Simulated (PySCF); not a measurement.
H3P, triplet, at a GFN2-xTB geometry (a higher spin typed on purpose: for a closed-shell molecule this is an excited state).

Input for PySCF:
```python
from pyscf import gto, scf, dft

mol = gto.Mole()
mol.atom = '''
    P    -0.078617    0.008835    0.017943
    H     0.124095    1.502395    0.007320
    H     1.266459   -0.142329   -0.289047
    H    -0.211291   -1.492595    0.012581
'''
mol.basis = 'aug-cc-pvdz'
mol.charge = 0
mol.spin = 2
mol.verbose = 4
mol.build()

mf = dft.UKS(mol)
mf.xc = 'blyp'
mf = mf.density_fit(auxbasis='def2-universal-jkfit')
mf.kernel()
```

### Question
Estimate the <S^2> that PySCF with DF-BLYP/aug-cc-pVDZ returns for this input.

### Answer
2.005

### Question
Predict the nuclear repulsion energy from DF-BLYP/aug-cc-pVDZ.

### Answer
16.9499 Eh

### Question
Estimate the Mulliken (on the basis functions themselves) charges in atom order that DF-BLYP/aug-cc-pVDZ returns for this input.

### Answer
P1 -0.52, H2 0.14, H3 0.23, H4 0.14

### Question
Predict the number of basis functions from DF-BLYP/aug-cc-pVDZ.

### Answer
54

### Question
Estimate the HOMO energy that DF-BLYP/aug-cc-pVDZ returns for this input.

### Answer
-4.35 eV

### Question
Predict the dipole moment from DF-BLYP/aug-cc-pVDZ.

### Answer
0.26 D

These values belong to the state on which the SCF converged, which isn't shown to be the lowest.
